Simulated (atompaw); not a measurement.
## u(r) = r·R(r): atom against pseudo-atom (Nd (Z = 60))

Columns: radius, all-electron u(r) and pseudo u(r) of the 5p shell (level -23.36 eV) of neodymium in the configuration [Kr] 4d10 4f3.5 5s2 5p6 5d0.5 6s2 6p0; PBE, scalar-relativistic, PAW (atompaw) scheme, atompaw 4.2.0.5.

```json
{"r (bohr)": "0.115", "all-electron": "0.0725", "pseudo": "0.0174"}
{"r (bohr)": "0.231", "all-electron": "0.2507", "pseudo": "0.0688"}
{"r (bohr)": "0.346", "all-electron": "-0.1639", "pseudo": "0.1492"}
{"r (bohr)": "0.462", "all-electron": "-0.4368", "pseudo": "0.2533"}
{"r (bohr)": "0.577", "all-electron": "-0.4060", "pseudo": "0.3712"}
{"r (bohr)": "0.692", "all-electron": "-0.1868", "pseudo": "0.4947"}
{"r (bohr)": "0.808", "all-electron": "0.0965", "pseudo": "0.6158"}
{"r (bohr)": "0.923", "all-electron": "0.3609", "pseudo": "0.7239"}
{"r (bohr)": "1.038", "all-electron": "0.5745", "pseudo": "0.8134"}
{"r (bohr)": "1.154", "all-electron": "0.7295", "pseudo": "0.8800"}
{"r (bohr)": "1.269", "all-electron": "0.8267", "pseudo": "0.9202"}
{"r (bohr)": "1.385", "all-electron": "0.8768", "pseudo": "0.9345"}
{"r (bohr)": "1.500", "all-electron": "0.8889", "pseudo": "0.9249"}
{"r (bohr)": "1.615", "all-electron": "0.8731", "pseudo": "0.8953"}
{"r (bohr)": "1.731", "all-electron": "0.8372", "pseudo": "0.8501"}
{"r (bohr)": "1.846", "all-electron": "0.7888", "pseudo": "0.7953"}
{"r (bohr)": "1.962", "all-electron": "0.7324", "pseudo": "0.7347"}
{"r (bohr)": "2.077", "all-electron": "0.6728", "pseudo": "0.6732"}
{"r (bohr)": "2.192", "all-electron": "0.6127", "pseudo": "0.6127"}
{"r (bohr)": "2.308", "all-electron": "0.5534", "pseudo": "0.5534"}
{"r (bohr)": "2.423", "all-electron": "0.4973", "pseudo": "0.4973"}
{"r (bohr)": "2.538", "all-electron": "0.4448", "pseudo": "0.4448"}
{"r (bohr)": "2.654", "all-electron": "0.3957", "pseudo": "0.3957"}
{"r (bohr)": "2.769", "all-electron": "0.3513", "pseudo": "0.3513"}
{"r (bohr)": "2.885", "all-electron": "0.3106", "pseudo": "0.3106"}
{"r (bohr)": "3.000", "all-electron": "0.2743", "pseudo": "0.2743"}
```

Problem. How many radial nodes do the two functions have?

Solution. The all-electron 5p function has n − l − 1 = 3 (the table is too coarse to show those close to the nucleus); the pseudo-wave has 0, since the states of the same l below it are removed with the core.

Problem. At about which radius was the pseudo-wave matched?

Solution. 2.20 bohr. The columns agree to 0.0005 from 2.08 bohr on; several derivatives are matched, so the curves merge somewhat inside the radius.

Problem. Is the pseudo-wave norm-conserving?

Solution. No, it belongs to a PAW set: the norm inside the radius is not constrained, and the difference is carried by the augmentation charge.
